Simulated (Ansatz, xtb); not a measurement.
Ranking isomers of C3H6BrNSi

3 gas-phase structures of C3H6BrNSi, from a drawn sample of its isomers (lower ones may exist). Each was relaxed with GFN2-xTB; where two conformers were screened, the lower at r2SCAN-D4/def2-SVP is listed:

A. `C[Si@@H](Br)CC#N`, a singlet
B. `N#CC[SiH2]CBr`, a singlet
C. `C[Si](C)(Br)C#N`, a singlet

Make a reasoned guess at their ranking by r2SCAN-D4/def2-SVP single-point energy.

Calculated order at r2SCAN-D4/def2-SVP: C (0.000), A (0.474), B (2.184) eV.

Energies above the lowest of each column, in eV; the last columns are at PBE-D3(BJ)/def2-SVP geometries:

```csv
structure,GFN2-xTB,HF/STO-3G,r2SCAN-D4/def2-SVP,PBE-D3(BJ)/def2-SVP,CCSD(T)/def2-SVP + ΔMP2/def2-TZVPP
C,0.621,0.000,0.000,0.000,0.000
A,0.000,0.759,0.474,0.413,0.578
B,1.412,2.322,2.184,2.041,2.231
```

CCSD(T)/def2-SVP + ΔMP2/def2-TZVPP puts C lowest; GFN2-xTB picks A. Flexible structures stand in one conformer each, not always the lowest. ΔMP2 is the change of the MP2 energy from the smaller to the larger basis.

Programs: Ansatz 0.2.0, xtb 6.7.1.
